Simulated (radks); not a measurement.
The mean radii <r> (bohr) of the occupied orbitals of an atom or ion are listed with their occupations. Calculated with a radial shooting solver on a logarithmic mesh with Libxc functionals: scalar-relativistic Kohn-Sham, LB94 model potential, spin-polarised, spherical densities, finite nucleus; Fermi nuclear charge, rms radius of each element as measured or else 0.836 A^(1/3) + 0.57 fm.

orbital  occ.      <r>
1s down     1  0.01964
1s up       1  0.01964
2s down     1  0.08323
2s up       1  0.08323
2p down     3  0.07402
2p up       3  0.07402
3s down     1   0.2160
3s up       1   0.2160
3p up       3   0.2153
3p down     3   0.2152
3d down     5   0.1951
3d up       5   0.1951
4s up       1   0.4667
4s down     1   0.4668
4p up       3   0.4870
4p down     3   0.4872
4d up       5   0.5012
4d down     5   0.5015
4f up       1   0.4935

Name the element and its charge. Open shells, if any, are filled with parallel spins first.

Answer. Z = 70, ytterbium, charge +23: Yb23+ in [Kr] 4d10 4f1. The 1s radius gives Z: for a bare nucleus <r> = (2 gamma + 1)/(2Z) with gamma = sqrt(1 - (Z/c)^2), 0.01942 bohr for Z = 70, and screening makes it slightly larger (0.01964 here). The occupations add up to 47, and the charge is Z minus that.
